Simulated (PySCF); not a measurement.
**Dipole moment and polarisability of `B[Si@@H](N)[SiH3]`**

Species: BH8NSi2.
Geometry (PBE0-D3(BJ)/def2-SVP, Å), atoms numbered from 1 in this order:
```
atom  x, y, z in Å
B1    -1.303    1.361    0.669
Si2   -0.372   -0.384    0.426
N3    -1.038   -1.376   -0.841
Si4    1.797    0.235   -0.265
H5    -2.146    1.779   -0.090
H6    -0.957    2.079    1.580
H7    -0.191   -1.057    1.764
H8    -0.550   -2.222   -1.114
H9    -2.041   -1.521   -0.876
H10    2.565    0.841    0.867
H11    1.747    1.221   -1.389
H12    2.533   -0.978   -0.747
```

Level: CAM-B3LYP/def2-SVPD (PySCF), static field, nuclei fixed, core orbitals frozen in the response. The polarisability tensor in these axes (au):

```
x   95.67 -2.60 -4.01
y   -2.60 81.71  3.49
z   -4.01  3.49 76.34
```

Problem. Diagonalise the tensor; give its mean and Δα, where Δα² is half the sum of the squared differences of the eigenvalues.

Solution. Principal values 74.32, 82.24 and 97.16 au; mean 84.57 au = 12.53 Å³ = 13.94 × 10⁻⁴⁰ C²·m²/J; Δα = 20.09 au (24 % of the mean).

Problem. What is the dipole moment, and where does it point?

Solution. (-0.97, -1.13, 0.00) D, 1.49 D in size, pointing from the negative to the positive side. Measured along this direction, the outermost atoms are H10 at the negative end and H9 at the positive end.

Problem. Find the Langevin capture rate constant for O2+ (31.990 u) meeting this molecule (89.029 u), k = 2.342 × 10⁻⁹ cm³/s × √(α in Å³ / reduced mass in u).

Solution. The reduced mass is 23.53 u, so k = 1.71 × 10⁻⁹ cm³/s. The formula leaves out the permanent dipole, which adds to the capture rate.

Problem. Give the eigenvalues of the traceless quadrupole moment Θ = ½Σq(3rr − r²1), origin at the centre of nuclear charge.

Solution. -4.80, -0.15, 4.95 D·Å. The values depend on the origin, since the dipole doesn't vanish. The electronic extent ⟨r²⟩ about the same centre is 646 bohr², a root-mean-square distance of 1.94 Å for the 48 electrons.

Problem. Rayleigh depolarisation ratio (linearly polarised light, static tensor)?

Solution. ρ = 3Δα²/(45ᾱ² + 4Δα²) = 1210.9/(321867 + 1614.6) = 0.00374.

Problem. How large is μ²/3kT at 500 K beside α?

Solution. In Gaussian units μ²/3kT = 10.73 Å³ against 12.53 Å³, a ratio of 0.86; the Debye molar polarisation (4π/3)N_A(α + μ²/3kT) is 58.7 cm³/mol, leaving out the vibrational part.

Problem. Form Σ f/ω² (atomic units) for the 10 lowest TDDFT singlets, given as eV and f, and set it beside the mean polarisability, which is this sum over all singlets: 4.06, 0.0270; 4.49, 0.0389; 5.56, 0.0012; 6.00, 0.0630; 6.19, 0.0077; 6.91, 0.0129; 7.00, 0.0178; 7.10, 0.0641; 7.34, 0.0112; 7.42, 0.0337.

Solution. They add up to 6.14 au, 7.3 % of the 84.57 au; the largest single term is 1.43 au, from the state at 4.49 eV. Terms in order: 1.21, 1.43, 0.03, 1.30, 0.15, 0.20, 0.27, 0.94, 0.15, 0.45 au. Higher excitations give the rest. The strengths listed sum to 0.278.

One conformer (not necessarily the lowest) at the PBE0-D3(BJ)/def2-SVP geometry, without solvent, vibrations or thermal averaging.
